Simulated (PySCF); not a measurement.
C12H8O, SMILES c1ccc2c(c1)oc1ccccc12 at its GFN2-xTB optimised geometry (Å):

```
21

C      3.2660     1.1540     0.0000
C      3.3166    -0.2375     0.0000
C      2.1621    -0.9957     0.0000
C      0.9407    -0.3353     0.0000
C      0.9050     1.0735     0.0000
C      2.0607     1.8335     0.0000
O     -0.3728     1.5438     0.0000
C     -1.1821     0.4488     0.0000
C     -2.5653     0.4488     0.0000
C     -3.1990    -0.7812     0.0000
C     -2.4766    -1.9717     0.0000
C     -1.0955    -1.9709     0.0000
C     -0.4378    -0.7480     0.0000
H      4.1878     1.7160     0.0000
H      4.2780    -0.7292     0.0000
H      2.2024    -2.0742     0.0000
H      2.0149     2.9107     0.0000
H     -3.1189     1.3739     0.0000
H     -4.2780    -0.8182     0.0000
H     -3.0098    -2.9107     0.0000
H     -0.5365    -2.8941     0.0000
```

Level of theory: PBE0/def2-SVP (PySCF 2.14.0).

Map of the electrostatic potential (hartree/e), clipped to [-0.08, 0.12] on the plane z = 0.6 Å:

```
|22222222222222222222222222222|
|22222222222222222222222222222|
|22222222222222222222222222222|
|22222222222222222222222222222|
|22222222222222222233322222222|
|22222222222111222333332222222|
|22222222221111122454333322222|
|22222222221100123598433333222|
|22222333221000123699533333322|
|22223334322102346999955654332|
|22223357643389999999999984332|
|22233369976999999999999964332|
|22233359999999999999999743322|
|22333359999999999988999633322|
|23334489999999999999999843332|
|23347999998999999999999974332|
|23359999997999999999999984332|
|23345699999999966999954554332|
|22333359999999644599743333322|
|22233349999999543489633333222|
|22223359997999743455433322222|
|22223358844479643334333222222|
|22223344433345433333332222222|
|22222333333333333333322222222|
|22222233333333333332222222222|
|22222222222223322222222222222|
|22222222222222222222222222222|
|22222222222222222222222222222|
|22222222222222222222222222222|
```
Scale: ten equal steps from -0.039 (start of '0') to 0.120 (end of '9'), in the order '0123456789'; x runs from -6.50 to 6.50, y from -6.50 (bottom) to 6.50 (top).
